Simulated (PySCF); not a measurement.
## Computed properties of C5H5Cl, SMILES C=CC=C=CCl

C5H5Cl, SMILES C(Cl)=C=CC=C. Coordinates come from a PBE0-D3(BJ)/def2-SVP optimisation. This is a generated structure with no PubChem entry under its InChIKey; it may be hypothetical. One conformer was computed; it need not be the lowest. All values are computed for the isolated molecule unless a solvent is named; none is compared with measurement here.

**Structure.** All 27 harmonic modes at PBE0-D3(BJ)/def2-SVP (PySCF) are real, so it is a minimum. With heavy atoms numbered as in [CH2:1]=[CH:2][CH:3]=[C:4]=[CH:5][Cl:6], the shortest bond between them is C4–C5 at 1.305 Å and the longest C5–Cl6 at 1.740 Å.

**Vibrations.** The strongest infrared lines (harmonic, unscaled, degenerate partners summed) lie at 781 cm⁻¹ (80 km/mol, C 72 %, Cl 18 %, H 10 %), 947 cm⁻¹ (47 km/mol, H 70 %, C 30 %), 1236 cm⁻¹ (45 km/mol, H 85 %, C 15 %). The softest mode is at 83 cm⁻¹ and the zero-point energy is 50.9 kcal/mol.

**Electronic structure.** CAM-B3LYP/def2-TZVP (PySCF) places the frontier levels at -8.33 and -0.33 eV, a gap of 8.00 eV, and gives a dipole moment of 1.81 D and a mean polarisability of 82.9 bohr³. PBE/def2-TZVP (PySCF) at the same geometry gives -6.13 and -2.35 eV, so its gap is 4.22 eV narrower. An orbital gap is neither the optical nor the fundamental gap.

**Excitations.** TDDFT-CAM-B3LYP/def2-SVPD (PySCF) has S1 at 4.72 eV (263 nm, f = 0.000, dark); the most intense of the 10 singlets computed lies at 5.66 eV (f = 0.74). T1 (TDA) is at 3.16 eV. TDDFT-PBE/def2-SVPD (PySCF) puts S1 at 3.96 eV. No vertical singlet excitation falls in the visible range (under 3.1 eV).

**NMR.** GIAO shifts at B3LYP/pcSseg-1 (PySCF) (non-relativistic, atoms alike by connectivity averaged): ¹³C from 104.1 to 227.6 ppm against TMS; ¹H from 5.8 to 6.6 ppm against TMS. Without spin–orbit terms, shifts of atoms bonded to Cl or Br come out too high.

**Solvation.** SMD-M06-2X/6-31G* (PySCF) gives -0.2 kcal/mol in water, -5.8 kcal/mol in dichloromethane, -4.4 kcal/mol in toluene (1 M in both phases, gas-phase geometry); of these solvents dichloromethane holds the molecule best.
